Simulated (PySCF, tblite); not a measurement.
Species: C7H13BO2.
SMILES with atom numbers: `[BH3-:1][O+:2]1[CH2:3][C@@H:4]2[CH:5]=[CH:6][O:7][CH2:8][C@H:9]1[CH2:10]2` (hydrogens: H11, H12, H13 on B1; H14, H15 on C3; H16 on C4; H17 on C5; H18 on C6; H19, H20 on C8; H21 on C9; H22, H23 on C10)

Jobs on this species (23 atoms, 76 electrons) with PySCF (density fitting) and tblite. Hardware of each: one thread of an Arm Neoverse V1 (shared host). The host was shared with other jobs, so the times are rough.

```
level and settings                                                             work  basis functions  SCF cycles  wall time
     PBE0/pcSseg-1  shieldings, ring-centre shieldings, charges and field gradients              235           ?          ?
          GFN2-xTB                                    Hessian by finite differences                –           –      1.0 s
          GFN2-xTB                                                L-BFGS relaxation                –           –      1.0 s
```

Problem. Fill in the missing figures.

Solution. 
- PBE0/pcSseg-1; shieldings, ring-centre shieldings, charges and field gradients: 52 s, 14 SCF cycles

Problem. What do all jobs in the table cost together?

Solution. About 54 s; the longest takes about 96 % of that, and about 52 times as long as the shortest.
